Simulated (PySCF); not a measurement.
Compound: C4H3F3.
Numbering: `[CH:1]#[C:2][CH2:3][C:4]([F:5])([F:6])[F:7]` (hydrogens: H8 on C1; H9, H10 on C3)

Torsions of this conformer, `[CH:1]#[C:2][CH2:3][C:4]([F:5])([F:6])[F:7]`: C2–C3–C4–F5 180°.

The closed-shell ground state was solved at several levels (PySCF, density fitting, gas phase, non-relativistic). Isolated species at its PBE0-D3(BJ)/def2-SVP geometry, gas phase.

```csv
level,basis functions,HOMO (eV),LUMO (eV),gap (eV),dipole (D)
HF/pcSseg-2,294,-11.10,2.67,13.77,2.21
PBE0/pcSseg-1,134,-8.30,0.51,8.81,1.91
B3LYP/pcJ-1,219,-8.04,0.26,8.30,1.92
```

**Question.** Estimate the row for B3LYP/def2-SVPD, a basis of 173 functions; the other rows only guide the guess.

**Answer.** HOMO -8.11 eV, LUMO 0.00 eV, gap 8.11 eV, dipole 2.02 D.

**Question.** Over all these levels, which gives the widest orbital gap and which the narrowest?

**Answer.** HF/pcSseg-2 (Hartree–Fock, all exact exchange) has the widest, 13.77 eV, and B3LYP/def2-SVPD (global hybrid, 20 % exact exchange) the narrowest, 8.11 eV. Functional and basis both differ between the two, so the spread mixes both effects. The HOMO need not be the same orbital at Hartree–Fock and at DFT levels.

**Question.** How far do the dipole and the HOMO energy spread over the levels?

**Answer.** The dipole runs from 1.91 to 2.21 D (mean 2.02 D) and the HOMO from -11.10 to -8.04 eV.
